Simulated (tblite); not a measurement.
Species: C₅H₈F₃P.
Z-matrix (Å and degrees, GFN2-xTB geometry), rows numbered from 1:
```
C 
C   1  1.3255
C   2  1.4988  1  123.26
P   2  1.8368  1  121.93  3   173.51
C   4  1.8435  2  102.40  1    29.50
C   4  1.8969  2   96.11  1   125.03
F   6  1.3397  4  112.75  2    79.16
F   6  1.3428  4  110.06  2  -161.95
F   6  1.3453  4  114.01  2   -42.57
H   1  1.0760  2  123.02  3  -177.95
H   1  1.0780  2  121.02  3     2.04
H   3  1.0901  2  110.29  1   134.06
H   3  1.0876  2  110.76  1    13.01
H   3  1.0902  2  110.57  1  -106.97
H   5  1.0900  4  111.44  2    41.97
H   5  1.0882  4  108.69  2   -79.55
H   5  1.0900  4  108.24  2   163.00
```

All values are computed: GFN2-xTB (tblite) harmonic vibrations without scaling, gas phase. This tight-binding method is rough: wavenumbers can miss measured ones by several per cent, in bad cases by 10 to 20. One conformer, not necessarily the lowest.

Harmonic wavenumbers (cm⁻¹): 45.1, 59.9, 111.2, 160.8, 174.6, 215.6, 229.6, 248.9, 268.1, 330.1, 364.3, 407.5, 449.6, 471.5, 494.7, 631.8, 662.5, 685.4, 746.1, 877.9, 887.6, 899.0, 943.1, 1006.3, 1029.0, 1039.7, 1051.8, 1085.0, 1184.5, 1313.6, 1394.8, 1407.3, 1426.7, 1447.6, 1466.3, 1478.5, 1679.8, 2990.0, 2999.1, 3003.9, 3012.0, 3019.7, 3035.9, 3096.0, 3128.5.

A = 1910, B = 1210, C = 941.4 MHz; mass 156.032 u (most abundant isotopes); point group C1, symmetry number 1.

Q: Zero-point energy?

A: ½Σν̃ = 26330 cm⁻¹ = 75.28 kcal/mol.

Q: What is S at 298.15 K and 1 bar for an ideal gas of classical rigid rotors and harmonic oscillators?

A: Translation 41.07, rotation 29.38, vibration 32.83: S = 103.3 cal/(mol K).

Q: And Cp and H(298.15 K) − H(0)?

A: Cp = 41.36 cal/(mol K), of which vibrations give 33.41 (their classical limit is 45 R = 89.4); H(298.15 K) − H(0) = 7.58 kcal/mol without the zero-point energy, 5.21 from vibrations.

Q: Blend soft modes into free rotors: weight 1/[1 + (100 cm⁻¹/ν̃)⁴] for the oscillator and the rest for a rotor with moment μB/(μ + B), μ = h/(8π²ν), B = 10⁻⁴⁴ kg m². What vibrational entropy results?

A: 30.35 cal/(mol K) in place of 32.83, which changes −T·S at 298.15 K by +0.74 kcal/mol.

Q: Which modes carry the vibrational entropy at 298.15 K?

A: 45.1 cm⁻¹: 5.02; 59.9 cm⁻¹: 4.46; 111.2 cm⁻¹: 3.25; 160.8 cm⁻¹: 2.54; 174.6 cm⁻¹: 2.39; 215.6 cm⁻¹: 2.00 cal/(mol K); the other 39 give 13.18 together.

Q: What must be added to the electronic energy to get the Gibbs energy at 298.15 K and 1 bar?

A: ZPE + [H(298.15 K) − H(0)] − T·S = 75.28 + 7.58 − 30.79 = 52.07 kcal/mol.

Hindered rotation and anharmonicity are outside this model. Other conformers, if any are populated, would add a mixing term that is left out. The structure is chiral; the term R ln 2 for an equal mix with its mirror image is left out.

Time: 0.61 s of wall time. Hardware: one thread, Arm Neoverse V1 (aarch64), no GPU, shared host with 32 logical CPUs at a one-minute load of 12. This covers the Hessian and the dipole derivatives.
